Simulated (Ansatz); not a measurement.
One change: `[SiH3]O[Si]Br` becomes `O[Si]Br`.

Ansatz, PBE0-D4/def2-TZVP geometries, multiplicity 1. Each molecule was computed in one conformer, which needn't be the lowest.

Scalar relativity is left out up to krypton.

```csv
property,`[SiH3]O[Si]Br`
HOMO energy (ωB97M-V/def2-TZVPP) / eV,-9.48
size of the dipole moment (ωB97M-V/def2-TZVPP) / D,1.48
zero-point energy (PBE0-D4/def2-TZVP) / kJ/mol,81.7
LUMO energy (B3LYP/def2-TZVPP) / eV,-2.45
LUMO energy (PBE0/def2-TZVPP) / eV,-2.28
size of the dipole moment (B3LYP/def2-TZVPP) / D,1.40
```

Question: What does the change do to each property? (Best estimate.)

Answer: Computed: 
```json
{"property": "HOMO energy (ωB97M-V/def2-TZVPP) / eV", "`O[Si]Br`": "-9.59", "shift": "-0.11"}
{"property": "size of the dipole moment (ωB97M-V/def2-TZVPP) / D", "`O[Si]Br`": "1.03", "shift": "-0.45"}
{"property": "zero-point energy (PBE0-D4/def2-TZVP) / kJ/mol", "`O[Si]Br`": "39.7", "shift": "-42.0"}
{"property": "LUMO energy (B3LYP/def2-TZVPP) / eV", "`O[Si]Br`": "-2.34", "shift": "0.11"}
{"property": "LUMO energy (PBE0/def2-TZVPP) / eV", "`O[Si]Br`": "-2.17", "shift": "0.11"}
{"property": "size of the dipole moment (B3LYP/def2-TZVPP) / D", "`O[Si]Br`": "0.98", "shift": "-0.42"}
```

With PBE0 the HOMO falls by 0.11 eV and the LUMO rises by 0.11 eV, so the gap widens by about 0.22 eV. PBE moves the HOMO by -0.09 eV and ωB97M-V by -0.11 eV. The zero-point energy changes by -42.0 kJ/mol with -9 modes. Dipoles are sizes alone; their direction can turn.

B3LYP here is the variant with VWN-RPA as its local correlation; programs differ in this.

Spin–orbit coupling is left out; it splits and shifts lone-pair levels of the heavy atoms by tenths of an eV.
